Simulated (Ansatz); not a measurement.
C3H8B, doublet, geometry from GFN2-xTB; MP2/STO-3G (Ansatz, a quantum-chemistry and plane-wave program).

Input for Ansatz:
Ansatz 0.2 input:
```yaml
crystal:
  periodic: [false, false, false]
  atoms:
    - {symbol: C, position_ang: [-0.26820563, 1.49953946, 0.44604788]}
    - {symbol: B, position_ang: [-0.01277499, 0.07989247, 0.02288580]}
    - {symbol: C, position_ang: [1.46242388, -0.51063002, 0.01113336]}
    - {symbol: C, position_ang: [-1.21635142, -0.85944276, -0.41893968]}
    - {symbol: H, position_ang: [-1.12464021, 2.07346567, 0.12608431]}
    - {symbol: H, position_ang: [0.38611763, 2.05334733, 1.10212660]}
    - {symbol: H, position_ang: [1.48209708, -1.54982332, 0.33326840]}
    - {symbol: H, position_ang: [2.15045462, 0.05551019, 0.63420997]}
    - {symbol: H, position_ang: [1.86850661, -0.49764805, -0.99999541]}
    - {symbol: H, position_ang: [-2.05209720, -0.29724337, -0.82914460]}
    - {symbol: H, position_ang: [-0.91067401, -1.60495894, -1.14954611]}
    - {symbol: H, position_ang: [-1.60309058, -1.40891194, 0.43911857]}
basis:
  gaussian:
    orbitals: STO-3G
magnetization: {spin_polarized: true, initial_magnetization: 1}
correlation: {method: mp2, electrons: outside_noble_gas}
accuracy: high
```

Output, abridged:

```
Functional definition: HF
575 factors; integrals over basis functions are off by at most 1.4e-8 eV
mean field evaluation 1: about -3841.5834 eV, gradient 1.1e1 eV
mean field evaluation 2: about -3841.7369 eV, gradient 1.0e1 eV
mean field evaluation 4: about -3842.8778 eV, gradient 9.3e-1 eV
mean field evaluation 8: about -3842.8991 eV, gradient 1.4e-2 eV
mean field -3842.89914214 eV, -141.2239386631 hartree, gradient 2.3e-8 eV, S^2 0.760023; 0 other end points of the search recorded, 0 dependent functions left out
4 core orbitals not correlated
reference -3842.89914214 eV, -141.2239386631 hartree; 12, 11 occupied and 12, 13 virtual orbitals, 575 factors
second order -4.63876166 eV of doubles, -0.00000000 eV of singles
Total energy: -3847.53790380 eV, -141.3944100099 hartree
```
